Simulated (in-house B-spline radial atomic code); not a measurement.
LC-wPBE excitations of Br VIII (Br7+)

Method: LC-wPBE. Computed with a B-spline radial code for spherical atoms: linear response of the closed shell [Ar] 3d10 with the functional's adiabatic kernel; non-relativistic, point nucleus, no spin-orbit coupling, no double excitations, S, P, D and F terms only. Only terms of natural parity with L up to 3 were computed.

Without relativity these are model numbers for so heavy an element.

Command:
```bash
python run_td.py task.json out
```
Settings (radii: box in bohr, nucleus in fm):
```
Z                        35
electrons                28
configuration            [Ar] 3d10
hamiltonian              nr
method                   lc_wpbe
box_radius               12.81
intervals                53
```

Run time, properties included: 1.6 s on 1 thread of Intel(R) Xeon(R) Platinum 8488C (Sapphire Rapids), on a shared host.

The lowest states, in the order of their Tamm-Dancoff energies; the method's threshold (minus the highest occupied level) is 182.74 eV. Labels give the largest channel, * marks a mixed state, and oscillator strengths are full-response dipole values. Semilocal kernels can invert the small singlet-triplet splittings of Rydberg terms. Energies in eV:

```
     state  full response  Tamm-Dancoff  oscillator strength
3d → 4s 3D          66.68         66.69                    -
3d → 4s 1D          67.46         67.47                    -
3d → 4p 3P          82.43         82.45                    -
3d → 4p 3F              ?             ?                    -
3d → 4p 1F          83.24         83.25                    -
3d → 4p 1P          84.55         84.64                0.525
3d → 4d 3S              ?             ?                    -
3d → 4d 3D         108.20        108.21                    -
3d → 4d 1D         109.08        109.10                    -
3d → 4d 1S         115.48        116.35                    -
3d → 5s 3D         121.39        121.40                    -
3d → 5s 1D         121.62        121.62                    -
3d → 5p 3P         127.56        127.57                    -
3d → 5p 3F         127.65        127.65                    -
3d → 5p 1F         127.85        127.85                    -
3d → 5p 1P         128.21        128.24               0.0497
```

Q: Where does 3d → 4d 3S lie?

A: At 107.25 eV in full response, 107.29 eV in Tamm-Dancoff.

Q: Where does 3d → 4p 3F lie?

A: At 82.63 eV in full response, 82.65 eV in Tamm-Dancoff.

Q: How large is the singlet-triplet splitting of 3d → 4s (D terms) in Tamm-Dancoff?

A: 0.782 eV, from the unrounded values.

Q: What polarisabilities and dispersion coefficient does the method give?

A: Dipole 0.2779 bohr³, quadrupole 0.2202 bohr⁵, C6 0.3629 hartree·bohr⁶ for two such species.
